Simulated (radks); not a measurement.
Results of a calculation; reference values are marked as such.
Spherical jellium clusters: N electrons in a uniform positive sphere of charge N and radius rs N^(1/3), rs = 4.2 bohr. Level of theory: non-relativistic Kohn-Sham, LDA (Slater exchange, Perdew-Wang correlation), spin-polarised, spherical densities (a radial shooting solver with Libxc functionals). Levels are named by radial order and angular momentum (1s, 1p, 1d, 2s, ...), and open shells are averaged over m.

N = 23, configuration 1s2 1p6 1d10 2s2 1f(up 3, down 0). This is the lowest configuration that the search found. Occupied and some empty levels:

level,occupation,eigenvalue (eV),<r> (bohr)
1s up,1,-4.8755,7.599
1s down,1,-4.7640,7.380
1p up,3,-4.2679,8.772
1p down,3,-4.1182,8.675
1d up,5,-3.4596,9.615
1d down,5,-3.2910,9.588
2s up,1,-2.9285,7.671
2s down,1,-2.8496,7.791
1f up,3,-2.4926,10.36
1f down,0,-2.3183,10.39
2p up,0,-1.8251,9.438
2p down,0,-1.7426,9.504
1g up,0,-1.4072,11.14
1g down,0,-1.2385,11.22
2d up,0,-0.81840,11.78
2d down,0,-0.73837,11.96

Energy (eV): total -42.8268, kinetic 36.825, external -1430.3, Hartree 708.28, exchange-correlation -80.700, background 723.10.
